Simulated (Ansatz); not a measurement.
# Match the barriers

Saddle point of GaNH6O2, closed shell (GaNH₄O₂ ([NH2][Ga]([OH])[OH]) + H₂ → GaH₃O₂ ([OH][GaH][OH]) + NH₃ (still joined by a long Ga–N bond); bonds formed: Ga1–H6, N2–H5; bonds broken: H5–H6; bonds weakened to dative contacts: Ga1–N2), PBE0-D4/def2-TZVP structure:

| atom | x (Å) | y (Å) | z (Å) |
| --- | --- | --- | --- |
| Ga1 | -0.4189 | -0.4650 | -0.1552 |
| N2 | 1.1021 | 0.7718 | -0.0473 |
| O3 | -0.1819 | -2.1343 | 0.4218 |
| O4 | -1.5980 | -0.2282 | -1.4702 |
| H5 | 0.1142 | 0.9954 | 0.9183 |
| H6 | -0.7697 | 0.7137 | 1.2964 |
| H7 | 2.0053 | 0.4131 | 0.2385 |
| H8 | 1.2366 | 1.4491 | -0.7884 |
| H9 | 0.3259 | -2.2038 | 1.2312 |
| H10 | -1.8155 | 0.6883 | -1.6453 |

Computed with Ansatz 0.2.0 (basis: def2-TZVPP, with def2-QZVPP for the basis limit); correlated methods freeze the cores. Filled d shells of the heavier atoms are correlated. The def2 sets are not built for correlating such inner shells, so the correlated values are less sure here. Extrapolation: Hartree–Fock as exp(−7.88 √X), correlation as X^−2.97. Four methods, as single points on the PBE0-D4 structures, gave these electronic barriers from the start structure: 0.950, 1.024, 1.183, 1.505 eV.

Question: The methods were, in alphabetical order, BHLYP-D4, BLYP-D4, HF, PBE0-D4. Which gave which? (Judge from chemistry; the calculation decides.)

Answer: The calculation gives: PBE0-D4 0.950; BLYP-D4 1.024; BHLYP-D4 1.183; HF 1.505 eV. For comparison, CCSD(T) at an estimated basis limit (MP2 extrapolated from triple and quadruple zeta, plus CCSD(T) − MP2 in triple zeta) gives 1.191 eV.

T1 diagnostic: at most 0.014.

Labels in which every atom is bracketed show which atoms are joined, not bond orders.

For scale, one of the runs: CCSD(T)/def2-TZVPP, 225 basis functions, launched by `ansatz run in.yaml --threads 4 --pin off --events-out ev --progress --plain --max-ram 9574MiB`. Time: 2 min of wall clock on 4 CPU threads of an Arm Neoverse V1; the host was shared. Peak host memory: 3.9 GiB.
